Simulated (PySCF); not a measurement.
C6H13Si (doublet state).
Atom-mapped SMILES: `[CH3:1][C@H:2]1[CH2:3][CH2:4][Si:5]([CH3:6])[CH2:7]1` (hydrogens: H8, H9, H10 on C1; H11 on C2; H12, H13 on C3; H14, H15 on C4; H16, H17, H18 on C6; H19, H20 on C7)

Structure used (GFN2-xTB), in Å, numbered top down from 1:
```
atom  x, y, z in Å
C1    -2.3447    0.6148    0.6939
C2    -1.1664   -0.3154    0.4294
C3    -0.7769   -0.3307   -1.0513
C4     0.4700   -1.1955   -1.2244
Si5    1.5351   -0.7152    0.2970
C6     2.9054    0.5470   -0.1250
C7     0.0689    0.0813    1.2424
H8    -2.0954    1.6355    0.4074
H9    -2.6064    0.6110    1.7500
H10   -3.2172    0.3041    0.1219
H11   -1.4514   -1.3355    0.7124
H12   -1.6057   -0.6976   -1.6616
H13   -0.5588    0.6929   -1.3685
H14    0.9574   -1.0013   -2.1789
H15    0.1915   -2.2494   -1.2149
H16    2.4933    1.4083   -0.6489
H17    3.3950    0.9091    0.7738
H18    3.6668    0.1050   -0.7600
H19   -0.0392   -0.2269    2.2805
H20    0.1734    1.1691    1.2435
```

The hyperfine couplings belong to this conformer and change with its torsions.

The calculation used UKS B3LYP, pcH-1 on C H Si, non-relativistic, mean-field spin-orbit, GIAO (PySCF). The structure is a single GFN2-xTB conformer in the gas phase; no vibrational or solvent corrections. The geometry wasn't refined by DFT: couplings that depend on bond lengths, twists or pyramidal angles can differ widely from those at the functional's own minimum, by a factor of two or more for some ions and for spin on atoms past the first row. Stability of the SCF solution: not tested.

**Question.** Match the computed a_iso(13C) values +40.8, +31.5, +28.8, +16.4, +6.1, +1.2 MHz with the sites C1; C2; C3; C4; C6; C7.

**Answer.** 
```json
{"site": "C1", "a_iso (MHz)": "+1.2", "ρ(0) (bohr⁻³)": "+0.0011", "position": "3 bonds from Si5", "distance from Si5 (Å)": "4.12", "spin population": "0.00", "largest |T| (MHz)": "0.8"}
{"site": "C2", "a_iso (MHz)": "+6.1", "ρ(0) (bohr⁻³)": "+0.0054", "position": "2 bonds from Si5", "distance from Si5 (Å)": "2.73", "spin population": "0.00", "largest |T| (MHz)": "1.9"}
{"site": "C3", "a_iso (MHz)": "+16.4", "ρ(0) (bohr⁻³)": "+0.0146", "position": "2 bonds from Si5", "distance from Si5 (Å)": "2.70", "spin population": "+0.01", "largest |T| (MHz)": "3.1"}
{"site": "C4", "a_iso (MHz)": "+28.8", "ρ(0) (bohr⁻³)": "+0.0256", "position": "1 bond from Si5", "distance from Si5 (Å)": "1.92", "spin population": "0.00", "largest |T| (MHz)": "9.8"}
{"site": "C6", "a_iso (MHz)": "+40.8", "ρ(0) (bohr⁻³)": "+0.0363", "position": "1 bond from Si5", "distance from Si5 (Å)": "1.91", "spin population": "+0.01", "largest |T| (MHz)": "9.7"}
{"site": "C7", "a_iso (MHz)": "+31.5", "ρ(0) (bohr⁻³)": "+0.0280", "position": "1 bond from Si5", "distance from Si5 (Å)": "1.92", "spin population": "+0.01", "largest |T| (MHz)": "9.8"}
```

ρ(0) is the spin density at the nucleus and T the dipolar tensor; a_iso includes a spin–orbit part; entries for several nuclei are means. The largest Mulliken spin population is on Si5 (+0.92). The angles at Si5 add up to 319.4°, so it is pyramidal.

Nuclei that the bonding pattern makes equivalent are averaged, as if the motion that swaps them (rotation, inversion, ring flip) were fast. The three 1H nuclei of mean +18.9 MHz run from 0.2 to 55.9 MHz in the frozen geometry.
